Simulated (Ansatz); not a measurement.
```yaml
crystal:
  periodic: [false, false, false]
  atoms:
    - {symbol: Nb, position_ang: [-0.252821, -1.388839, 0.987428]}
    - {symbol: F, position_ang: [-1.378366, -0.223144, 1.923069]}
    - {symbol: F, position_ang: [-1.533009, -2.701229, 0.794044]}
    - {symbol: F, position_ang: [0.942006, -2.170491, -0.221907]}
    - {symbol: F, position_ang: [0.693128, -1.908056, 2.482095]}
    - {symbol: F, position_ang: [-0.930701, -0.331646, -0.705715]}
    - {symbol: Nb, position_ang: [0.252816, 1.388852, -0.987446]}
    - {symbol: F, position_ang: [1.378369, 0.223069, -1.922955]}
    - {symbol: F, position_ang: [1.532988, 2.701236, -0.793980]}
    - {symbol: F, position_ang: [-0.942096, 2.170442, 0.221847]}
    - {symbol: F, position_ang: [-0.692976, 1.908123, -2.482197]}
    - {symbol: F, position_ang: [0.930652, 0.331673, 0.705717]}
basis:
  gaussian: {orbitals: STO-3G}
total_charge: 1
magnetization: {spin_polarized: false, initial_magnetization: 1}
hamiltonian: {xc: {name: wB97M-V}}
scf: {lower_state_search: off}
output: {forces: true}
```

```sh
$ ansatz run in.yaml --threads 4 --pin off --events-out ev --progress --plain --max-ram 6963MiB
```

Output, abridged:

```
Functional definition: wB97M-V
1416 factors; integrals over basis functions are off by at most 1.9e-4 eV
249 factors; integrals over basis functions are off by at most 1.0e-6 eV
mean field evaluation 1: about -229110.7344 eV, gradient 6.6e1 eV
mean field evaluation 2: about -229110.6483 eV, gradient 6.6e1 eV
mean field evaluation 4: about -229126.1313 eV, gradient 1.3e1 eV
mean field evaluation 8: about -229126.6933 eV, gradient 2.2e0 eV
mean field evaluation 16: about -229126.7609 eV, gradient 1.2e-1 eV
mean field evaluation 32: about -229126.9646 eV, gradient 8.3e-2 eV
mean field -229127.05139904 eV, -8420.2638310211 hartree, gradient 3.0e-6 eV, S^2 0.750000; 0 other end points of the search recorded, 0 dependent functions left out
reference -229127.05143149 eV, -8420.2638322137 hartree; 86, 85 occupied and 18, 19 virtual orbitals, 1416 factors
Total energy: -229127.05143149 eV, -8420.2638322137 hartree
Atom 0 at    -0.252821    -1.388839     0.987428 Å, force    -0.267827    -1.450977     1.027648 eV/Å
Atom 1 at    -1.378366    -0.223144     1.923069 Å, force     1.191541    -0.823337    -1.183182 eV/Å
Atom 2 at    -1.533009    -2.701229     0.794044 Å, force     2.144377     2.260299     0.267658 eV/Å
Atom 3 at     0.942006    -2.170491    -0.221907 Å, force    -1.134638     1.128861     0.967170 eV/Å
Atom 4 at     0.693128    -1.908056     2.482095 Å, force    -1.560121     0.939792    -2.540855 eV/Å
Atom 5 at    -0.930701    -0.331646    -0.705715 Å, force     1.328415     0.471519     1.008946 eV/Å
Atom 6 at     0.252816     1.388852    -0.987446 Å, force     0.267755     1.451162    -1.027639 eV/Å
Atom 7 at     1.378369     0.223069    -1.922955 Å, force    -1.191602     0.823510     1.183015 eV/Å
Atom 8 at     1.532988     2.701236    -0.793980 Å, force    -2.144207    -2.260208    -0.267753 eV/Å
Atom 9 at    -0.942096     2.170442     0.221847 Å, force     1.134837    -1.128849    -0.967340 eV/Å
Atom 10 at    -0.692976     1.908123    -2.482197 Å, force     1.559812    -0.939976     2.541071 eV/Å
Atom 11 at     0.930652     0.331673     0.705717 Å, force    -1.328340    -0.471796    -1.008738 eV/Å
Dipole moment:    -0.000016    -0.000032     0.000012 e Å
Checks for a lower state left out: stability, starts, cluster_reference, orbital_swaps, neighbouring_geometries, increment
```

Hardware: 4 threads of Intel Xeon 6975P-C on a shared host. Wall time 47 s, peak host memory 0.88 GiB.

With spin_polarized false and unpaired electrons the run is restricted open-shell.

The dipole of an ion depends on the origin.
